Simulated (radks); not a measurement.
The numbers below are computed, except where a source is named.
Task: Mg8+, configuration 2s2 2p2 (not the ground configuration). Code: a radial shooting solver on a logarithmic mesh with Libxc functionals. Model: non-relativistic Kohn-Sham, PBEsol, spin-polarised, spherical densities, point nucleus; open shells are filled with parallel spins first. Some entries of the table are withheld. Estimate them.

orbital  occ.  eigenvalue (eV)  <1/r> (bohr^-1)
1s up       0        -1757.950            12.01
1s down     0        -1742.262            12.06
2s up       1        -339.0185            2.783
2s down     1        -329.5046            2.731
2p up       2              (1)              (2)
2p down     0              (3)              (4)
3p up       0        -122.2158            1.095
3p down     0        -119.1691            1.075
3d up       0              (5)            1.061
3d down     0              (6)            1.032

Result: 
(1) 2p up eigenvalue (eV): -325.6828
(2) 2p up <1/r> (bohr^-1): 2.792
(3) 2p down eigenvalue (eV): -311.6477
(4) 2p down <1/r> (bohr^-1): 2.729
(5) 3d up eigenvalue (eV): -112.3699
(6) 3d down eigenvalue (eV): -109.5853
